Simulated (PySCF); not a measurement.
ClTl, charge -1, doublet, geometry from GFN2-xTB (such geometries of metal compounds can be far from the true shape) (a state made from the parent by changing its charge; the spin is typed, not shown lowest) (core potentials on Tl) (in this run its highest filled SCF level lies above zero, so its values depend strongly on the basis, on diffuse functions most of all); DF-CAMB3LYP/def2-TZVP in PySCF.

Here is a job for PySCF.
```python
from pyscf import gto, scf, dft

mol = gto.M(
    atom='''
Tl   -0.00000000   -0.00000000   -0.47641043
Cl    0.00000000    0.00000000    2.26995558
''',
    basis='def2-tzvp',
    ecp={'Tl': 'def2-tzvp'},
    charge=-1,
    spin=1,
    verbose=5,
)

mf = dft.UKS(mol)
mf.xc = 'camb3lyp'
mf = mf.density_fit(auxbasis='def2-universal-jkfit')
mf.kernel()
```

Problem. What does PySCF print? Leave out banner, timings and long lists.

Solution. 
```
PySCF version 2.14.0

[INPUT] verbose = 5
[INPUT] max_memory = 4000
[INPUT] num. atoms = 2
[INPUT] num. electrons = 39
[INPUT] charge = -1
[INPUT] spin (= nelec alpha-beta = 2S) = 1
[INPUT] symmetry False subgroup None
[INPUT] Mole.unit = angstrom
[INPUT] Symbol           X                Y                Z      unit          X                Y                Z       unit  Magmom
[...]
[INPUT] ---------------- BASIS SET ----------------
[INPUT] l, kappa, [nprim/nctr], expnt,             c_1 c_2 ...
[INPUT] Cl
[...]
                                10426.15688       0.0041990463961
                                2373.2334061      0.021592141679
                                671.56420071      0.084598850094
                                218.4199979       0.24757249724
                                77.572249714      0.47016930228
                                28.888815277      0.37436370716
[...]
                                39.339582961      0.10786112456
                                7.6740679989      -0.27408821574
[...]
                                1.8385832573      0.68636955368
[...]
                                157.6424169       0.018879300374
                                50.262520978      0.087206341273
                                18.536078105      0.2528561297
                                7.2940532777      0.4350715482
[...]
                                1.011                1
[...]
[INPUT] Tl
[...]
                                46.665548707      0.0060443439951
                                20.970448726      -0.20022066697
                                14.149588677      0.40801678488
[...]
                                6.1527631309      0.98057508445
[...]
                                14.814929544      -0.72859235151
                                6.7261253658      0.40438195364
[...]
                                1.0331857851      0.39230403853
                                0.53837445996     0.1400740682
[...]
                                9.7368866667      0.024456562496
                                6.9256201679      -0.069914775031
                                2.1396230731      0.1949626949
                                1.083618711       0.29731629705
                                0.52356298209     0.23728708102
[...]
nuclear repulsion = 68.7877229803176
number of shells = 29
number of NR pGTOs = 154
number of NR cGTOs = 87
basis = def2-tzvp
ecp = {'Tl': 'def2-tzvp'}

[...]
  7.33075146e-01  7.34093322e-01  7.34138693e-01  7.94664564e-01
  8.00396490e-01  8.65048961e-01  9.36450195e-01  9.36534495e-01
  9.47380720e-01  9.47403342e-01  9.97623026e-01  1.03864277e+00
  1.04467156e+00  1.07546623e+00  1.07601594e+00  1.08937659e+00
  1.09454869e+00  1.11924546e+00  1.37542882e+00  2.04166488e+00
  2.04170020e+00  2.08975548e+00  2.09204425e+00  2.18925318e+00
  2.31840859e+00  2.32263819e+00  2.33564307e+00  2.33589549e+00
  2.35005976e+00  2.35011365e+00  2.37061538e+00  2.40813627e+00
  2.40813654e+00  2.42996201e+00  2.43000052e+00  2.48549295e+00
  2.52775337e+00  2.52931779e+00  2.56675988e+00  2.57113891e+00
  2.66989121e+00  2.96079470e+00  1.10047082e+01  1.10054512e+01
  1.10593808e+01  2.48930804e+01  3.49165396e+01  3.58109814e+01
  3.58158747e+01  3.58636012e+01  1.27572604e+02]
  beta  mo_energy =
[-101.32671215   -9.25997159   -7.01798145   -7.01661498   -7.01561558
   -4.89136325   -2.86789762   -2.8624595    -2.85857373   -0.62543354
   -0.5115886    -0.51104306   -0.50650616   -0.50136707   -0.50028466
   -0.25426749   -0.14674725   -0.14347726   -0.13264235    0.12793968
    0.1405689     0.16191899    0.24627233    0.25906483    0.27998883
    0.36448591    0.37011309    0.38388968    0.38602955    0.39686314
    0.42351448    0.60724215    0.63753197    0.64071412    0.71651637
    0.73125021    0.73577208    0.7358412     0.73891242    0.79479127
    0.81042382    0.8660827     0.94989874    0.94997459    0.95489085
    0.95628348    1.0027703     1.04023167    1.05323938    1.0843161
    1.08512725    1.08985709    1.10360457    1.12325891    1.37750223
    2.04260358    2.04263831    2.08976438    2.09304799    2.18958352
    2.31847465    2.32416309    2.33701663    2.33754611    2.35313924
    2.35318464    2.37166472    2.40956745    2.4095678     2.43124356
    2.43126024    2.48634526    2.52795982    2.53091158    2.56705661
    2.57364151    2.67144843    2.96271197   11.00491234   11.00659918
   11.05951387   24.89344231   34.91670168   35.81055003   35.81413425
   35.8631389   127.56119425]
multiplicity <S^2> = 0.75230652  2S+1 = 2.0023052
nelec by numeric integration = [20.00000006 19.00000006]
E1 = -1083.178159317413  E2 = 381.59129601884206  Ecoul = 424.96982502188115  Exc = -43.378529003039084
Extra cycle  E= -632.799140318253  delta_E= -7.87e-11  |g|= 3.4e-06  |ddm|= 1.86e-05
converged SCF energy = -632.799140318253  <S^2> = 0.75230652  2S+1 = 2.0023052
```
